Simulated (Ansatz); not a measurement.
Steps of a relaxation of C2H5ClF2Si, SMILES `F[C@@H]([SiH3])[C@@H](F)Cl` with RKS PBE-D4/def2-SVP.

```sh
$ ansatz run in.yaml --threads 4 --pin off --events-out ev --progress --plain --max-ram 10444MiB
```

```yaml
crystal:
  periodic: [false, false, false]
  atoms:
    - {symbol: F, position_ang: [-1.292400, 0.641900, 1.038000]}
    - {symbol: C, position_ang: [-0.178800, 0.091300, 0.627300]}
    - {symbol: Si, position_ang: [-0.622900, -1.305400, -0.527700]}
    - {symbol: C, position_ang: [0.826700, 1.144700, 0.006700]}
    - {symbol: F, position_ang: [0.158600, 1.719400, -1.076600]}
    - {symbol: Cl, position_ang: [1.181900, 2.414600, 1.188300]}
    - {symbol: H, position_ang: [0.316400, -0.317200, 1.534000]}
    - {symbol: H, position_ang: [-1.356000, -2.332000, 0.171400]}
    - {symbol: H, position_ang: [-1.319900, -0.846000, -1.684800]}
    - {symbol: H, position_ang: [0.672000, -1.956600, -0.939400]}
    - {symbol: H, position_ang: [1.679800, 0.688300, -0.316600]}
basis:
  gaussian: {orbitals: def2-SVP}
hamiltonian: {xc: pbe, dispersion: d4}
relax: {f_tol: 0.03, max_steps: 200}
```

Positions (Å) and forces (eV/Å) along the path, 8 of 8 steps:

```xyz
11
step=1 energy=-27959.0666 eV
F    -1.292    0.642    1.038   -3.003    1.990    0.921
C    -0.179    0.091    0.627    3.349   -0.283   -0.319
Si   -0.623   -1.305   -0.528    1.532   -0.762   -0.262
C     0.827    1.145    0.007   -4.960    0.928    0.968
F     0.159    1.719   -1.077    0.555   -0.209    0.229
Cl    1.182    2.415    1.188    0.278    0.226    0.187
H     0.316   -0.317    1.534    0.505   -0.299   -0.022
H    -1.356   -2.332    0.171   -0.741   -0.661    0.645
H    -1.320   -0.846   -1.685   -0.793    0.501   -1.133
H     0.672   -1.957   -0.939    0.059    0.027   -0.124
H     1.680    0.688   -0.317    3.219   -1.458   -1.091
11
step=2 energy=-27959.5250 eV
F    -1.323    0.683    1.072   -1.105    0.554    0.387
C    -0.181    0.089    0.656    1.674    0.329   -0.266
Si   -0.584   -1.323   -0.546    0.242   -0.408   -0.201
C     0.779    1.137    0.025   -1.554   -0.062   -0.129
F     0.179    1.684   -1.103    0.255   -0.232    0.371
Cl    1.162    2.446    1.167    0.082    0.185    0.176
H     0.357   -0.331    1.541    0.036   -0.035   -0.036
H    -1.390   -2.322    0.200   -0.155   -0.219    0.147
H    -1.346   -0.826   -1.707   -0.230    0.156   -0.330
H     0.708   -1.956   -1.006   -0.062    0.056    0.040
H     1.705    0.663   -0.279    0.818   -0.324   -0.159
11
step=3 energy=-27959.6044 eV
F    -1.321    0.694    1.096   -0.209    0.062    0.115
C    -0.154    0.097    0.656    0.432    0.010   -0.047
Si   -0.601   -1.332   -0.561   -0.083   -0.011   -0.036
C     0.775    1.135    0.034   -0.183   -0.185   -0.336
F     0.217    1.632   -1.124    0.116   -0.037    0.139
Cl    1.103    2.487    1.159    0.012    0.123    0.095
H     0.399   -0.334    1.527   -0.097    0.005    0.002
H    -1.404   -2.349    0.202    0.040    0.041   -0.013
H    -1.396   -0.813   -1.723    0.026   -0.014    0.045
H     0.689   -1.948   -1.027   -0.001   -0.018   -0.034
H     1.757    0.675   -0.219   -0.052    0.024    0.069
11
step=4 energy=-27959.6128 eV
F    -1.320    0.688    1.105    0.016   -0.048    0.002
C    -0.142    0.096    0.660    0.031   -0.030   -0.020
Si   -0.602   -1.328   -0.565   -0.061    0.013    0.005
C     0.775    1.130    0.033    0.090   -0.067   -0.136
F     0.244    1.606   -1.141    0.037   -0.028    0.051
Cl    1.069    2.507    1.148    0.003    0.074    0.042
H     0.401   -0.340    1.532   -0.043    0.030   -0.011
H    -1.395   -2.342    0.210    0.023    0.015   -0.015
H    -1.412   -0.802   -1.713    0.013   -0.004    0.044
H     0.675   -1.950   -1.062   -0.006    0.000   -0.010
H     1.771    0.677   -0.186   -0.105    0.045    0.048
11
step=5 energy=-27959.6168 eV
F    -1.319    0.677    1.099    0.064   -0.047   -0.033
C    -0.132    0.092    0.657   -0.121   -0.002    0.045
Si   -0.609   -1.329   -0.568    0.012    0.042   -0.004
C     0.785    1.128    0.035    0.136   -0.005   -0.010
F     0.285    1.576   -1.159    0.001    0.000   -0.012
Cl    1.033    2.536    1.136   -0.021   -0.048   -0.030
H     0.400   -0.341    1.535    0.009    0.014    0.001
H    -1.382   -2.349    0.215    0.014    0.005    0.000
H    -1.446   -0.786   -1.686    0.005   -0.006    0.021
H     0.658   -1.944   -1.102   -0.024    0.003   -0.005
H     1.792    0.684   -0.142   -0.074    0.045    0.026
11
step=6 energy=-27959.6189 eV
F    -1.322    0.675    1.085    0.057   -0.022   -0.027
C    -0.129    0.090    0.657   -0.082    0.003    0.001
Si   -0.611   -1.322   -0.571   -0.002   -0.019   -0.006
C     0.797    1.120    0.039    0.059    0.067    0.075
F     0.328    1.544   -1.177    0.010   -0.013   -0.004
Cl    0.998    2.549    1.124   -0.002   -0.045   -0.052
H     0.393   -0.336    1.545    0.014   -0.005   -0.003
H    -1.349   -2.356    0.227   -0.002   -0.005   -0.011
H    -1.488   -0.775   -1.656    0.008   -0.003    0.021
H     0.638   -1.929   -1.154   -0.016    0.023    0.011
H     1.812    0.684   -0.098   -0.045    0.019   -0.004
11
step=7 energy=-27959.6198 eV
F    -1.323    0.679    1.077    0.005    0.006    0.009
C    -0.131    0.090    0.659   -0.029    0.003    0.005
Si   -0.615   -1.321   -0.569    0.013    0.000   -0.038
C     0.803    1.116    0.043    0.034    0.037    0.038
F     0.354    1.520   -1.188    0.003   -0.010    0.007
Cl    0.984    2.559    1.108   -0.008   -0.037   -0.033
H     0.386   -0.336    1.550    0.007    0.001    0.002
H    -1.333   -2.374    0.224    0.011    0.003   -0.003
H    -1.513   -0.768   -1.631    0.003   -0.007    0.008
H     0.633   -1.901   -1.180   -0.019    0.002    0.014
H     1.820    0.680   -0.073   -0.020    0.003   -0.008
11
step=8 energy=-27959.6201 eV
F    -1.324    0.684    1.078   -0.008    0.005    0.010
C    -0.135    0.091    0.661    0.013    0.012    0.007
Si   -0.616   -1.317   -0.572    0.008   -0.017   -0.003
C     0.805    1.113    0.046   -0.002    0.009    0.012
F     0.363    1.510   -1.191   -0.002    0.004   -0.013
Cl    0.983    2.562    1.101   -0.004   -0.017   -0.009
H     0.381   -0.336    1.553   -0.005   -0.004    0.000
H    -1.319   -2.381    0.220   -0.005    0.005    0.001
H    -1.525   -0.767   -1.626    0.006   -0.003    0.000
H     0.632   -1.891   -1.186   -0.004    0.010   -0.004
H     1.821    0.675   -0.064    0.004   -0.004    0.000
```

Hardware: 4 threads of an Arm Neoverse V1 on a shared host. Wall time 13 s, peak host memory 0.17 GiB.
